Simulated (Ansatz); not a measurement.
Geometry optimisation, RKS PBE-D4/def2-SVP in Ansatz.

The input (input.yaml):

```yaml
crystal:
  periodic: [false, false, false]
  atoms:
    - { symbol: Si, position_ang: [-0.094341, 0.194227, 0.123507] }
    - { symbol: "N", position_ang: [-0.090424, 0.27986, 1.894833] }
    - { symbol: H, position_ang: [-0.829324, -0.205268, 2.412952] }
    - { symbol: H, position_ang: [0.813674, 0.245132, 2.372472] }
    - { symbol: Cl, position_ang: [1.84051, 0.328808, -0.57835] }
    - { symbol: Cl, position_ang: [-1.125463, 1.808417, -0.644279] }
    - { symbol: Cl, position_ang: [-1.083212, -1.479467, -0.586516] }
    - { symbol: H, position_ang: [1.213934, -1.99014, 0.948678] }
    - { symbol: H, position_ang: [1.004648, -1.683768, 1.566903] }
basis:
  gaussian: { orbitals: def2-SVP }
hamiltonian:
  xc: pbe
  dispersion: d4
relax:
  f_tol: 0.03
  max_steps: 50
output:
  orbitals: {}
```

Command:

```bash
$ ansatz run input.yaml --threads 2 --pin off --max-ram 3072MiB --backend cpu --events-out ev --progress --plain --runs-dir out
```

Problem. Where does it end, and by what steps?

Solution. The forces met the threshold. The force dipped under the threshold on the way, but the program's further checks kept it going. After 23 steps the energy has fallen by 0.403 eV; H8 moved furthest, 1.43 Å.

```tsv
step	energy less start (eV)	largest force component (eV/Å)	accepted
0	0.0000	1.502	yes
1	-0.2042	0.763	yes
2	-0.2915	0.420	yes
3	-0.3345	0.162	yes
4	-0.3514	0.237	yes
5	-0.3554	0.196	yes
6	-0.3571	0.338	yes
7	-0.3508	0.700	no
8	-0.3659	0.067	yes
9	-0.3720	0.055	yes
10	-0.3338	0.965	no
11	-0.3786	0.151	yes
12	-0.3813	0.444	yes
13	-0.3953	0.093	yes
14	-0.3997	0.027	yes
15	-0.3909	0.527	no
16	-0.4011	0.088	yes
17	-0.4001	0.114	no
18	-0.4021	0.009	yes
19	-0.4025	0.035	yes
20	-0.4027	0.046	yes
21	-0.4029	0.045	yes
22	-0.4030	0.034	yes
23	-0.4031	0.022	yes
```

```xyz
9
Properties=species:S:1:pos:R:3
Si -0.242 0.457 -0.035
N 0.024 0.035 1.605
H -0.760 -0.312 2.164
H 0.681 0.582 2.167
Cl 1.594 0.709 -0.932
Cl -1.315 2.205 -0.343
Cl -1.305 -1.073 -0.912
H 1.667 -2.886 1.970
H 1.306 -2.219 1.825
```

Time of the run: 34 s on 2 threads of Intel(R) Xeon(R) Platinum 8488C (Sapphire Rapids) (shared host), peak memory 0.17 GiB.
